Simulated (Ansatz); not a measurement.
C2H10NSbSi, SMILES `C[N](C)[SbH][SiH3]`. Charge 0, multiplicity 1. Sb: def2 effective core potential.

| atom | x (Å) | y (Å) | z (Å) |
| --- | --- | --- | --- |
| C1 | 1.432 | -1.460 | -0.982 |
| N2 | 0.469 | -0.673 | -0.241 |
| C3 | 1.074 | -0.022 | 0.896 |
| Sb4 | -0.797 | 0.418 | -1.415 |
| Si5 | -2.470 | 1.016 | 0.454 |
| H6 | 2.285 | -0.873 | -1.362 |
| H7 | 0.955 | -1.953 | -1.833 |
| H8 | 1.841 | -2.245 | -0.333 |
| H9 | 0.323 | 0.498 | 1.492 |
| H10 | 1.549 | -0.773 | 1.541 |
| H11 | 1.850 | 0.712 | 0.618 |
| H12 | -0.022 | 1.953 | -1.241 |
| H13 | -3.243 | -0.199 | 0.825 |
| H14 | -3.410 | 2.030 | -0.098 |
| H15 | -1.836 | 1.573 | 1.679 |

What are the harmonic wavenumbers in cm⁻¹ at PBE0-D4/def2-TZVP (Ansatz, finite differences of forces, unscaled)? (Best estimate.)

Computed: 38, 77, 122, 180, 235, 260, 273, 306, 322, 402, 493, 530, 613, 646, 859, 934, 940, 983, 1079, 1115, 1157, 1227, 1262, 1435, 1460, 1469, 1479, 1491, 1508, 1876, 2209, 2223, 2230, 2951, 2954, 3032, 3037, 3107, 3120.

Is this a minimum?

Yes, all 39 modes are real.

Give the ideal-gas thermochemistry at 298.15 K and 1 bar (rigid rotor, harmonic oscillator; point group C1, symmetry number 1).

Zero-point energy 296.9 kJ/mol; H(298) − E = 323.9 kJ/mol; entropy 404.8 J/(mol·K), of which translation 174.8, rotation 119.7, vibration 110.3; G(298) − E = 203.2 kJ/mol. Modes under 100 cm⁻¹ are hindered rotations or soft bends, so the harmonic entropy is rough.

And at 400, 500, 600, 800 and 1000 K?


```tsv
T (K)	H − E (kJ/mol)	S (J/mol/K)	G − E (kJ/mol)
400	339.7	450.1	159.6
500	357.8	490.4	112.6
600	378.2	527.5	61.7
800	424.5	593.9	-50.6
1000	476.5	651.8	-175.3
```

Rotational constants (cm⁻¹)?

0.09705, 0.04982, 0.03602.
